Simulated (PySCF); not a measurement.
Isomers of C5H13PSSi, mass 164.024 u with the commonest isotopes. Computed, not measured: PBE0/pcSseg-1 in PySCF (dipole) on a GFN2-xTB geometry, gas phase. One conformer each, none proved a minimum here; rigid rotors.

Question: Order these by rotational constant B, largest first.
A. `[CH3:1][Si@H:2]1[CH2:3][CH2:4][P@@H:5](=[S:6])[CH2:7][CH2:8]1` with C1–Si2–C3–C4 172°, Si2–C3–C4–P5 -62°, C3–C4–P5–S6 -59°, C4–P5–C7–C8 -70°
B. `[CH3:1][P:2]1(=[S:3])[CH2:4][CH2:5][SiH2:6][CH2:7][CH2:8]1` with C1–P2–C4–C5 177°, P2–C4–C5–Si6 -63°, C4–C5–Si6–C7 52°, C5–Si6–C7–C8 -52°
C. `[CH3:1][SiH2:2][P:3]1[CH2:4][CH2:5][S:6][CH2:7][CH2:8]1` with C1–Si2–P3–C4 -74°, Si2–P3–C4–C5 -163°, P3–C4–C5–S6 72°, C4–C5–S6–C7 -63°, C5–S6–C7–C8 63°

Answer: B (897.4 MHz), A (802.8 MHz), C (656.7 MHz).

Question: Order these by rotational constant A, largest first.
A. `[CH3:1][SiH2:2][P:3]1[CH2:4][CH2:5][S:6][CH2:7][CH2:8]1` with C1–Si2–P3–C4 -74°, Si2–P3–C4–C5 -163°, P3–C4–C5–S6 72°, C4–C5–S6–C7 -63°, C5–S6–C7–C8 63°
B. `[CH3:1][Si@H:2]1[CH2:3][CH2:4][P@@H:5](=[S:6])[CH2:7][CH2:8]1` with C1–Si2–C3–C4 172°, Si2–C3–C4–P5 -62°, C3–C4–P5–S6 -59°, C4–P5–C7–C8 -70°
C. `[CH3:1][P:2]1(=[S:3])[CH2:4][CH2:5][SiH2:6][CH2:7][CH2:8]1` with C1–P2–C4–C5 177°, P2–C4–C5–Si6 -63°, C4–C5–Si6–C7 52°, C5–Si6–C7–C8 -52°

Answer: A (2622 MHz), B (1898 MHz), C (1766 MHz).

Question: Order these by out-of-plane moment Σ m c² = (Ia + Ib − Ic)/2, largest first.
A. `[CH3:1][SiH2:2][P:3]1[CH2:4][CH2:5][S:6][CH2:7][CH2:8]1` with C1–Si2–P3–C4 -74°, Si2–P3–C4–C5 -163°, P3–C4–C5–S6 72°, C4–C5–S6–C7 -63°, C5–S6–C7–C8 63°
B. `[CH3:1][P:2]1(=[S:3])[CH2:4][CH2:5][SiH2:6][CH2:7][CH2:8]1` with C1–P2–C4–C5 177°, P2–C4–C5–Si6 -63°, C4–C5–Si6–C7 52°, C5–Si6–C7–C8 -52°
C. `[CH3:1][Si@H:2]1[CH2:3][CH2:4][P@@H:5](=[S:6])[CH2:7][CH2:8]1` with C1–Si2–C3–C4 172°, Si2–C3–C4–P5 -62°, C3–C4–P5–S6 -59°, C4–P5–C7–C8 -70°

Answer: B (141.03 u·Å²), C (124.18 u·Å²), A (46.38 u·Å²).

```tsv
SMILES	point group	Ia (u·Å²)	Ib (u·Å²)	Ic (u·Å²)	κ	μa (D)	μb (D)	μc (D)
C[Si@H]1CC[P@@H](=S)CC1	Cs	266.32	629.51	647.47	-0.96	2.61	0.00	3.11
CP1(=S)CC[SiH2]CC1	Cs	286.20	563.17	567.32	-0.98	1.40	3.98	0.06
C[SiH2]P1CCSCC1	C1	192.73	769.61	869.59	-0.93	1.30	0.27	0.02
```
